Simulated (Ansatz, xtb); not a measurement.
## Redistribution: SiH2(CH3)Cl + C3H8Si → CH7ClSi2 + C3H6

Species: SiH2(CH3)Cl ((chlorosilyl)methane), singlet; C3H8Si (prop-2-enylsilane) `C=CC[SiH3]`, singlet; CH7ClSi2 `[SiH3]C[SiH2]Cl`, singlet; C3H6 (propene) `C=CC`, singlet. The partners trade H for SiH3; both sit on C, so the bond types are kept.

Shapes, held fixed at every level: PBE0-D4/def2-TZVP. Flexible molecules stand in one conformer, not always the lowest. Programs: Ansatz 0.2.0, xtb 6.7.1. Electronic energies: no zero-point or thermal term.

**Question.** Estimate ΔE of this reaction.

**Answer.** The highest level, CCSD(T)/CBS estimate, gives ΔE = -13.9 kJ/mol; the levels span -16.7 to -13.2. The column of differences is taken from that level and isn't an error. No measured value is set beside it here. The CBS estimate extrapolates MP2 from def2-TZVPP and def2-QZVPP and adds CCSD(T) − MP2 in the triple-zeta set, cores frozen.

| level | kind | ΔE (kJ/mol) | less CCSD(T)/CBS estimate |
| --- | --- | --- | --- |
| GFN0-xTB | semi-empirical | -14.7 | -0.8 |
| HF/def2-TZVPP | Hartree–Fock | -16.7 | -2.8 |
| PBE-D4/def2-TZVPP | GGA | -13.2 | +0.7 |
| r2SCAN-D4/def2-TZVPP | meta-GGA | -14.0 | -0.1 |
| MP2/def2-TZVPP | perturbation theory | -14.5 | -0.6 |
| CCSD(T)/def2-TZVPP | coupled cluster or CI | -14.1 | -0.2 |
| CCSD/def2-TZVPP | coupled cluster or CI | -14.4 | -0.5 |
| CCSD(T)/CBS estimate | coupled cluster or CI | -13.9 | 0.0 |
